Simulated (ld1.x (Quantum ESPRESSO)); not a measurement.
# Reading a pseudo-wave (boron)

Columns: radius, all-electron u(r) and pseudo u(r) of the 2p shell (level -25.40 eV) of boron in the configuration [He] 2s1 2p0; revPBE, non-relativistic, TM scheme, ld1.x (Quantum ESPRESSO) 7.5.

| r (bohr) | all-electron | pseudo |
| --- | --- | --- |
| 0.093 | 0.0351 | 0.0160 |
| 0.185 | 0.1125 | 0.0617 |
| 0.278 | 0.2084 | 0.1340 |
| 0.370 | 0.3063 | 0.2247 |
| 0.463 | 0.4005 | 0.3276 |
| 0.555 | 0.4847 | 0.4317 |
| 0.648 | 0.5586 | 0.5307 |
| 0.740 | 0.6196 | 0.6160 |
| 0.833 | 0.6691 | 0.6851 |
| 0.925 | 0.7075 | 0.7348 |
| 1.018 | 0.7370 | 0.7671 |
| 1.110 | 0.7569 | 0.7836 |
| 1.203 | 0.7678 | 0.7879 |
| 1.295 | 0.7702 | 0.7831 |
| 1.388 | 0.7648 | 0.7718 |
| 1.480 | 0.7529 | 0.7559 |
| 1.573 | 0.7353 | 0.7362 |
| 1.665 | 0.7133 | 0.7134 |
| 1.758 | 0.6875 | 0.6875 |
| 1.850 | 0.6593 | 0.6593 |
| 1.943 | 0.6290 | 0.6290 |
| 2.035 | 0.5980 | 0.5980 |
| 2.128 | 0.5661 | 0.5661 |
| 2.220 | 0.5345 | 0.5345 |
| 2.313 | 0.5029 | 0.5029 |
| 2.405 | 0.4722 | 0.4722 |

How many radial nodes do the two functions have?

The all-electron 2p function has n − l − 1 = 0; the pseudo-wave has 0.

At about which radius was the pseudo-wave matched?

1.85 bohr. The columns agree to 0.0005 from 1.67 bohr on; several derivatives are matched, so the curves merge somewhat inside the radius.

Is the pseudo-wave norm-conserving?

Yes: the TM scheme keeps the norm inside the radius equal to the all-electron one, which fixes the energy derivative of the logarithmic derivative at the level.
